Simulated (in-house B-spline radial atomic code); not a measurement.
Results of a calculation; reference values are marked as such.
# Correlation energy from the adiabatic connection: ω²r²/2 − Z/r, ω = 0.0989, Z = 0.5

Two electrons in a singlet, external potential ω²r²/2 − Z/r, ω = 0.0989, Z = 0.5 (atomic units). Full CI in B-splines (partial waves to l = 8, correlation up to 0.6 % small) with the density held fixed gives W(λ) = <V_ee>_λ − U, and E_c is the integral of W(λ) − W(0) from 0 to 1.

| λ | W(λ) − W(0) (hartree) |
| --- | --- |
| 0 | 0.00000 |
| 0.02 | -0.00183 |
| 0.05 | -0.00446 |
| 0.12 | -0.01015 |
| 0.25 | -0.01927 |
| 0.4 | -0.02794 |
| 0.6 | -0.03723 |
| 0.8 | -0.04463 |
| 1 | -0.05068 |

Task: Integrate the table by the trapezoid rule.

Result: The strips give -0.00002, -0.00009, -0.00051, -0.00191, -0.00354, -0.00652, -0.00819, -0.00953, which sum to -0.03031 hartree. The direct value, W(1) − W(0) + T_c with T_c = 0.02025, is -0.03044; the curve is convex, so chords lie above it and the trapezoids fall short in size by 0.41 %.

Task: Now use only three numbers: W(0) = -0.28941, the initial slope W'(0) = -0.09283 (extrapolated from the first points) and the strong-coupling limit of the point-charge-plus-continuum model, W∞ = -0.40196. What do second-order theory and the interpolation W(λ) = W∞ + (W(0) − W∞)/√(1 + 2χλ) of Seidl, Perdew and Levy give?

Result: Second order keeps the slope alone: E_c = W'(0)/2 = -0.04641, +52 % in size against -0.03044. Matching the slope fixes χ = W'(0)/(W∞ − W(0)) = -0.09283/(-0.11255) = 0.82479. Integrating, with s = √(1 + 2χ) = 1.627752, E_c = −(W(0) − W∞)(s − 1)/(s + 1) = −0.11255 × 0.627752/2.627752 = -0.02689 hartree, -11.7 % in size against the full result. At λ = 1 the formula gives W − W(0) = -0.04341 against -0.05068. Part of the miss can come from the model's W∞.
